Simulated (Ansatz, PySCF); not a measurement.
H3B (SMILES B), singlet, at a GFN2-xTB geometry, atoms displaced at random by about 0.08 Å a coordinate. Base run: B3LYP/STO-3G, gradient in PySCF.

PySCF was given this input:
```python
from pyscf import gto, scf, dft

mol = gto.Mole()
mol.atom = '''
    B    -0.017974    0.007377   -0.037056
    H    -0.970818    0.061092   -0.224387
    H     0.352735   -0.546345    0.935052
    H     0.747141    0.694606   -0.659703
'''
mol.basis = 'sto-3g'
mol.charge = 0
mol.spin = 0
mol.verbose = 3
mol.build()

mf = dft.RKS(mol)
mf.xc = 'b3lyp'
mf.kernel()
g = mf.nuc_grad_method()
grad = g.kernel()
```

Programs used: Ansatz (a program for electronic structure), PySCF; a row that names a program was run with it.

The coordinate followed is x of atom 1.

The base run was repeated with changes; each row names its change, and settings that it needs were set with it.

| change | dE/dx (Eh/bohr) | net force (Eh/bohr) |
|---|---|---|
| base | -0.206157 | 0.000001 |
| conv_tol = 1e-6 | -0.206157 | 0.000001 |
| grids.level = 1; grid_response = on | -0.206140 | 0.000000 |
| grids.level = 5; grid_response = on | -0.206157 | 0.000000 |
| grids.level = 5; grid_response = off | -0.206157 | 0.000000 |
| density fitting = on | -0.206152 | 0.000001 |
| finite difference step (bohr) = 1e-4; conv_tol = 1e-11 | -0.206155 | - |
| grid_response = on | -0.206155 | 0.000000 |
| density fitting = on; auxbasis_response = off | -0.206205 | 0.000062 |
| code = ansatz | -0.206156 | 0.000000 |
| finite difference step (bohr) = 1e-5; conv_tol = 1e-11 | -0.206155 | - |
| grids.level = 0; grid_response = off | -0.206133 | 0.004520 |

The net force is zero for an exact gradient.
